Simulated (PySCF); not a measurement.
C3H7ClSi, SMILES C(=C/C[SiH3])/Cl. Geometry optimised at PBE-D3(BJ)/def2-SVP. The structure was generated by enumeration; whether it is a known compound was not checked. One conformer was computed; it need not be the lowest.

Computed equilibrium geometry at PBE-D3(BJ)/def2-SVP (PySCF confirms it by a frequency run) as bond lengths and angles (one conformer of several):
Atoms: Si1 C2 C3 C4 Cl5 H6 H7 H8 H9 H10 H11 H12. Bonded distances (Å): Si1–C2 1.911, Si1–H6 1.506, Si1–H7 1.502, Si1–H8 1.505, C2–C3 1.494, C2–H9 1.110, C2–H10 1.110, C3–C4 1.348, C3–H11 1.104, C4–Cl5 1.743, C4–H12 1.099. Bond angles (°): C2–Si1–H6 110.1, C2–Si1–H7 109.8, C2–Si1–H8 109.8, H6–Si1–H7 109.4, H6–Si1–H8 108.7, H7–Si1–H8 109.0, Si1–C2–C3 111.1, Si1–C2–H9 107.9, Si1–C2–H10 107.3, C3–C2–H9 111.3, C3–C2–H10 110.8, H9–C2–H10 108.1, C2–C3–C4 126.3, C2–C3–H11 117.9, C4–C3–H11 115.7, C3–C4–Cl5 123.1, C3–C4–H12 123.4, Cl5–C4–H12 113.4.
